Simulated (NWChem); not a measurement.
# GaHSF$_{2}$; SMILES [F][Ga]([F])[SH]

```xyz
5

Ga    -0.0138     0.3076     0.0000
F     -1.4453     1.2925     0.0000
F      1.4972     1.1721     0.0000
S     -0.0817    -1.8610     0.0000
H      1.2690    -1.9405     0.0000
```
Atoms are numbered in this order, from 1.

Program: NWChem. Pople sets run with spherical d functions. Geometry: optimised at PBE0/def2-SVP. Level SCAN/6-31G*: energy and gradient on several grids; changes count from the extra-fine grid, which is no exact limit either.

| grid | size of the energy change (μHa) | largest change of a gradient component (μHa/bohr) |
|---|---|---|
| xcoarse | 300 | 7000 |
| coarse | 10000 | 500 |
| medium | 2000 | 300 |
| fine | 2000 | 200 |
| xfine | < 10 | < 30 |
